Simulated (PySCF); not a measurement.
System: C₄H₅GeO, net charge -1, singlet state. It need not be the lowest isomer of its formula. Whether it binds its extra electron was not tested at this geometry. SMILES: [GeH3][c]1cc[c-]o1
Geometry: optimised at B3LYP-D3(BJ)/def2-TZVP (Ansatz).

Dispersion corrections to the total energy (kcal/mol) from the dftd3 and dftd4 libraries through PySCF: D3(BJ) without and D4 with the three-body term, each with the damping fitted for the functional named.

```
functional      D3(BJ)          D4
----------  ----------  ----------
LC-wPBE          -5.87       -8.00
B3LYP           -10.75      -11.58
BLYP            -13.09  (withheld)
BP86        (withheld)       -9.67
B2PLYP           -5.12       -5.02
CAM-B3LYP        -4.96       -6.15
HSE06            -4.18  (withheld)
```

### Question
What belongs in the gaps?

### Answer

- BLYP, D4: -15.90
- BP86, D3(BJ): -10.02
- HSE06, D4: -5.65
